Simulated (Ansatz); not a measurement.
Molecule: sum formula SiN$_{3}$H$_{6}$Cl, charge 0, multiplicity 1. 
Coordinates optimised at B3LYP-D3(BJ)/def2-TZVP (Ansatz, a quantum-chemistry and plane-wave program):
```xyz
11

Si    -0.0735     0.1897    -0.2931
Cl     0.3676    -0.9152     1.4224
N      1.0682    -0.3919    -1.4227
N     -0.0881     1.7972     0.2846
N     -1.5899    -0.0388    -1.0271
H      1.9697    -0.7243    -1.1234
H      1.0829    -0.0453    -2.3686
H     -0.2968     2.5665    -0.3315
H      0.4913     2.0743     1.0594
H     -1.7779    -0.8763    -1.5539
H     -2.4211     0.3414    -0.6042
```
Charge 0, spin multiplicity 1.

Wanted: atomisation energy (electronic, to ground-state atoms), in eV. Correlated levels leave the core frozen unless marked. UHF or UKS for open shells. No spin-orbit coupling. Non-relativistic. The coupled-cluster limit lacks core correlation, which all-electron functionals hold. Basis-set limits of correlation are two-point, X^-3; Hartree-Fock from the larger set.

```
level                          program  atomisation energy (eV)
----------------------  --------------  -----------------------
HF/STO-3G                       Ansatz                    28.54
PBE-D3(BJ)/def2-TZVPD   Ansatz + dftd3                    41.33
BLYP-D3(BJ)/def2-TZVPD  Ansatz + dftd3                    40.76
B3LYP-D4/def2-TZVPD     Ansatz + dftd4                    40.75
```

Question: What does CCSD(T)/CBS(aug-cc-pV(T+d)Z,aug-cc-pV(Q+d)Z) (Ansatz) give?

Answer: 40.82 eV
